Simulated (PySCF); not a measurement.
Run record: geometry optimisation, `BC(=C)CC`.

Computed with PBE0-D3(BJ)/def2-SVP geometry optimisation, gas phase (PySCF 2.14.0). Start geometry: GFN2-xTB. The input is one job of a driver script: a line of settings, then coordinates in Å.

Command:
```bash
OMP_NUM_THREADS=1 python probes_run.py task.json out
```

Input:
```
{"job": {"xc": "PBE0", "basis": "def2-SVP", "d3": "d3bj", "grid": 1, "shake": 0.01, "kind": "geom"}, "charge": 0, "multiplicity": 1}
B      0.622070     1.698180    -0.315820
C      0.674490     0.242790     0.139160
C      1.420530    -0.114830     1.173570
C     -0.088730    -0.806410    -0.584890
C     -1.611010    -0.681600    -0.260340
H     -0.040190     2.032670    -1.254660
H      1.209060     2.541150     0.261720
H      1.538170    -1.132630     1.510190
H      2.013920     0.614790     1.757860
H      0.010660    -0.691570    -1.648520
H      0.212880    -1.811180    -0.294160
H     -1.767510    -0.829300     0.821200
H     -2.219590    -1.398980    -0.811130
H     -1.981900     0.321830    -0.501940
```

Output:
```
step   0  E = -182.28419451  max force = 0.038722
step   1  E = -182.28909974  max force = 0.003400
step   2  E = -182.28917132  max force = 0.000896
step   3  E = -182.28918797  max force = 0.000821
step   4  E = -182.28919625  max force = 0.000360
optimisation converged
```

Energies in Eh; «max force» is the largest Cartesian gradient component in Eh/bohr.

Q: Give the first gradient maximum in eV/Å.

A: With 1 Eh/bohr = 51.422 eV/Å, 1.991 eV/Å.

Q: How much energy does the optimisation release, in kcal/mol?

A: E(step 0) − E(last step) = 0.005002 Eh, which is 3.1 kcal/mol.

Main results: final energy -182.28920 Eh after 4 steps; dipole 1.20 D.

Q: How long does this job take on Arm Neoverse V2, one thread, shared host with 96 logical CPUs at a one-minute load of 48? And the peak memory of the process?

A: About 20 s, with 0.48 GiB resident at the peak, the Python interpreter and its libraries included.
Labels such as C1 count atoms from 1, the log's own numbers from 0.
